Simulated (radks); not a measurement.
These are the eigenvalues of the occupied orbitals of an atom or ion with whole-number occupations (Ry). Method: scalar-relativistic Kohn-Sham, LB94 model potential, spin-polarised, spherical densities, finite nucleus; Fermi nuclear charge, rms radius of each element as measured or else 0.836 A^(1/3) + 0.57 fm; computed with a radial shooting solver on a logarithmic mesh with Libxc functionals.

orbital  eigenvalue
1s up     -5454.366
1s down   -5454.354
2s up     -1206.176
2s down   -1206.003
2p up     -1097.687
2p down   -1097.306
3s up     -479.4465
3s down   -478.4542
3p up     -447.3371
3p down   -446.4252

Which element is it, and in what charge state? The configuration may be excited. Open shells, if any, are filled with parallel spins first.

Answer. Z = 74, tungsten, charge +58: W58+ in [Ne] 3s2 3p4. The list shows which subshells hold electrons but not how many an open one holds; the 1s level, -2727.2 hartree, gives Z - s = 73.9 by -(Z - s)^2/2, which with screening and relativity narrows Z to a few neighbours, and the depths of the outer levels then fix element, charge and occupations together.
